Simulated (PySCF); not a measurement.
Unrelated species, one level of theory. Method used: TDDFT PBE0/def2-SVPD, vertical, gas phase, core orbitals frozen in the response in PySCF. Geometries: GFN2-xTB; one conformer of each isolated species. Triplets are in the Tamm–Dancoff approximation.

Question: Rank by computed lowest singlet excitation energy, lowest first.
A. `C[C@@H]1CC[Si@@H]1CCl`
B. `CS(=O)(=O)C1CCC1`
C. `CPc1cccnc1`
D. `CC(C)[SiH2]/C=C/Cl`

Answer: C (4.72 eV), D (6.09 eV), A (6.38 eV), B (7.29 eV).

| SMILES | S1 (eV) | HOMO (eV) | α (au) | LUMO (eV) | f (S1) | first f ≥ 0.01 (nm) | S1 mainly |
| --- | --- | --- | --- | --- | --- | --- | --- |
| CPc1cccnc1 | 4.72 | -6.79 | 101.2 | -0.95 | 0.010 | 263 | H-1→L (62%) |
| CC(C)[SiH2]/C=C/Cl | 6.09 | -7.51 | 104.1 | -0.72 | 0.310 | 204 | H→L (90%) |
| C[C@@H]1CC[Si@@H]1CCl | 6.38 | -7.60 | 97.8 | 0.07 | 0.025 | 194 | H→L (78%) |
| CS(=O)(=O)C1CCC1 | 7.29 | -8.11 | 82.4 | 0.25 | 0.006 | 161 | H→L (97%) |

H and L stand for HOMO and LUMO.
